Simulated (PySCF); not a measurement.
Vertical excitations of a molecule C2H6ClFOSi from TDDFT-PBE0/def2-SVPD (PySCF), as energy in eV (oscillator strength): 7.07 (0.007), 7.42 (0.003), 7.53 (0.002), 7.71 (0.008), 7.83 (0.040), 7.95 (0.001), 8.41 (0.019), 8.50 (0.051), 8.53 (0.012), 8.64 (0.033). Lowest triplet (TDA): 6.74 eV. Geometry: PBE0-D3(BJ)/def2-SVP. Other conformers were not sampled.

**Question.** Which structure fits?
A) C[C@H](O)[Si@H](F)Cl
B) O[SiH2]C[C@@H](F)Cl
C) CO[Si@@](C)(F)Cl
D) CO[Si@H](Cl)CF

**Answer.** A, C[C@H](O)[Si@H](F)Cl
